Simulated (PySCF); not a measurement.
A calculated (B97-3, PySCF 2.14, x2c-TZVPPall with one added diffuse shell each of s, p, d type, the spin-free X2C one-electron Hamiltonian (Gaussian nucleus)) atom or ion has these occupied shells.

```
shell  electrons  orbital energy (eV)  rms radius, mean of both spins (bohr)
 1s α          1              -1289.9                                  0.151
 1s β          1              -1289.8                                  0.151
 2s α          1              -95.544                                  0.760
 2s β          1              -95.358                                  0.760
 2p α          3              -60.195                                  0.775
 2p β          3              -60.087                                  0.775
 3s α          1              -12.732                                   2.99
```

Q: Name the element and its charge.

A: Mg⁺ (magnesium, charge +1), in [Ne] 3s1, 2S determinant.
